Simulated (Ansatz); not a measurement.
System: GeH₂SeBr, charge 0, doublet. GeH2SeBr (SMILES [GeH2][Se]Br, doublet).
B3LYP-D3(BJ)/def2-TZVP minimum from Ansatz (a first-principles code):
```
Ge
H 1 1.5540
H 1 1.5564 2 110.28
Se 1 2.3814 2 107.82 3 109.63
Br 4 2.3502 1 98.46 2 51.86
```
Charge 0, spin multiplicity 2.

Total energies in cc-pVDZ, 19 correlated electrons, 42 frozen orbitals. Open shells are spin-unrestricted; no spin-orbit coupling. Correlated methods leave the cores frozen (noble-gas shells, and filled d and f shells in the p block). No relativity. Spin-orbit terms, left out, reach several kcal/mol for Br and I, and more for heavier atoms.

| method | program | energy (Eh) | minus CCSDT(Q) (mEh) |
|---|---|---|---|
| HF | Ansatz | -7048.69363 | 356.77 |
| MP2 | Ansatz | -7048.99809 | 52.31 |
| CCSD | Ansatz | -7049.03850 | 11.90 |
| CCSD(T) | Ansatz | -7049.04830 | 2.10 |
| CCSDT(Q) | Ansatz | -7049.05040 | 0.00 |

Rough core times of Ansatz's runs on a shared machine: CCSD(T) 20 s, CCSDT(Q) 10 min.
